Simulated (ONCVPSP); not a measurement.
u(r) = r·R(r): atom against pseudo-atom (rhenium (Re))

Columns: radius, all-electron u(r) and pseudo u(r) of the 5s shell (level -83.13 eV) of rhenium in the configuration [Kr] 4d10 4f14 5s2 5p6 5d6 6s1; PBEsol, scalar-relativistic, ONCV scheme, ONCVPSP 4.0.1.

```json
{"r (bohr)": "0.120", "all-electron": "0.3478", "pseudo": "0.1236"}
{"r (bohr)": "0.240", "all-electron": "-0.1497", "pseudo": "0.2656"}
{"r (bohr)": "0.360", "all-electron": "-0.6367", "pseudo": "0.4341"}
{"r (bohr)": "0.480", "all-electron": "-0.2174", "pseudo": "0.6212"}
{"r (bohr)": "0.600", "all-electron": "0.4214", "pseudo": "0.8048"}
{"r (bohr)": "0.720", "all-electron": "0.8910", "pseudo": "0.9561"}
{"r (bohr)": "0.840", "all-electron": "1.1230", "pseudo": "1.0503"}
{"r (bohr)": "0.960", "all-electron": "1.1692", "pseudo": "1.0747"}
{"r (bohr)": "1.080", "all-electron": "1.1000", "pseudo": "1.0317"}
{"r (bohr)": "1.200", "all-electron": "0.9729", "pseudo": "0.9369"}
{"r (bohr)": "1.320", "all-electron": "0.8259", "pseudo": "0.8119"}
{"r (bohr)": "1.440", "all-electron": "0.6815", "pseudo": "0.6778"}
{"r (bohr)": "1.560", "all-electron": "0.5509", "pseudo": "0.5503"}
{"r (bohr)": "1.680", "all-electron": "0.4385", "pseudo": "0.4384"}
{"r (bohr)": "1.800", "all-electron": "0.3451", "pseudo": "0.3450"}
{"r (bohr)": "1.920", "all-electron": "0.2692", "pseudo": "0.2691"}
{"r (bohr)": "2.040", "all-electron": "0.2085", "pseudo": "0.2084"}
{"r (bohr)": "2.160", "all-electron": "0.1606", "pseudo": "0.1605"}
{"r (bohr)": "2.280", "all-electron": "0.1231", "pseudo": "0.1231"}
{"r (bohr)": "2.400", "all-electron": "0.0941", "pseudo": "0.0941"}
{"r (bohr)": "2.520", "all-electron": "0.0717", "pseudo": "0.0716"}
{"r (bohr)": "2.640", "all-electron": "0.0545", "pseudo": "0.0544"}
{"r (bohr)": "2.760", "all-electron": "0.0413", "pseudo": "0.0413"}
{"r (bohr)": "2.880", "all-electron": "0.0312", "pseudo": "0.0312"}
{"r (bohr)": "3.000", "all-electron": "0.0236", "pseudo": "0.0236"}
{"r (bohr)": "3.120", "all-electron": "0.0178", "pseudo": "0.0178"}
```

Problem. How many radial nodes do the two functions have?

Solution. The all-electron 5s function has n − l − 1 = 4 (the table is too coarse to show those close to the nucleus); the pseudo-wave has 0, since the states of the same l below it are removed with the core.

Problem. At about which radius was the pseudo-wave matched?

Solution. 1.75 bohr, where the columns begin to agree (steps of 0.12 bohr).

Problem. Is the pseudo-wave norm-conserving?

Solution. Yes: the ONCV scheme keeps the norm inside the radius equal to the all-electron one, which fixes the energy derivative of the logarithmic derivative at the level.
